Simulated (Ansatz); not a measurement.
# Two structures, one formula

The two ends of one reaction step of MgH₃ClO₃, closed shell (PBE0-D4/def2-TZVP).

A:

Mg1  (-0.741, -0.089, -0.878)
O2  (1.083, -0.229, -0.975)
Cl3  (-2.789, 0.192, -1.607)
H4  (1.242, -0.113, 0.598)
O5  (0.854, -0.041, 1.534)
O6  (-0.534, -0.008, 1.165)
H7  (1.784, -0.365, -1.603)
H8  (-0.898, 0.653, 1.765)
(Å)

B:

Mg1  (-0.637, 0.429, -0.250)
O2  (1.145, -0.205, -1.001)
Cl3  (-2.077, 0.220, -1.915)
H4  (1.903, -0.311, -0.418)
O5  (-0.065, 1.121, 1.418)
O6  (-0.441, -0.303, 1.639)
H7  (1.280, -0.716, -1.803)
H8  (-1.108, -0.234, 2.329)
(Å)

Computed with Ansatz 0.2.0 (basis: def2-TZVPP); correlated methods freeze the cores. The outer core shell of Li, Na, Mg and K is correlated. The def2 sets are not built for correlating such inner shells, so the correlated values are less sure here. B3LYP uses VWN-RPA correlation.

Problem. Which structure is lower at CCSD(T), and by how much? (Judge from chemistry; the value comes from the calculation.)

Solution. By the calculation: B, by 0.126 eV (electronic energy, against the other). By their contacts, A is MgH₃ClO₃ ([OH][OH][Mg]([OH])[Cl]) and B is MgH₃ClO₃ ([OH2][Mg]1([Cl])[O][OH]1).

Problem. Do the other methods give the same order? (Judge from chemistry; the calculation decides.)

Solution. By the calculation: Not all: SPW92 gives the other order.

```json
{"method": "SPW92", "E(B) − E(A) (eV)": "0.151"}
{"method": "PBE-D4", "E(B) − E(A) (eV)": "-0.023"}
{"method": "BLYP-D4", "E(B) − E(A) (eV)": "-0.059"}
{"method": "r2SCAN-D4", "E(B) − E(A) (eV)": "-0.076"}
{"method": "B97M-V", "E(B) − E(A) (eV)": "-0.145"}
{"method": "PBE0-D4", "E(B) − E(A) (eV)": "-0.040"}
{"method": "B3LYP-D4", "E(B) − E(A) (eV)": "-0.065"}
{"method": "r2SCAN0-D4", "E(B) − E(A) (eV)": "-0.075"}
{"method": "BHLYP-D4", "E(B) − E(A) (eV)": "-0.094"}
{"method": "CAM-B3LYP-D4", "E(B) − E(A) (eV)": "-0.039"}
{"method": "wB97X-V", "E(B) − E(A) (eV)": "-0.078"}
{"method": "wB97M-V", "E(B) − E(A) (eV)": "-0.085"}
{"method": "B2PLYP", "E(B) − E(A) (eV)": "-0.090"}
{"method": "PBE-QIDH", "E(B) − E(A) (eV)": "-0.069"}
{"method": "RPA on PBE", "E(B) − E(A) (eV)": "-0.158"}
{"method": "HF", "E(B) − E(A) (eV)": "-0.231"}
{"method": "MP2", "E(B) − E(A) (eV)": "-0.074"}
{"method": "CCSD", "E(B) − E(A) (eV)": "-0.134"}
{"method": "CCSD(T)", "E(B) − E(A) (eV)": "-0.126"}
```

The T1 diagnostic stays at or below 0.012.

Labels in which every atom is bracketed show which atoms are joined, not bond orders.

For scale, one of the runs: CCSD(T)/def2-TZVPP, 209 basis functions, launched by `ansatz run in.yaml --threads 4 --pin off --events-out ev --progress --plain --max-ram 9574MiB`. The run took 110 s on 4 CPU threads of a Oxide Virtual Turin-like (shared host), with 3.3 GiB of host memory at its peak.
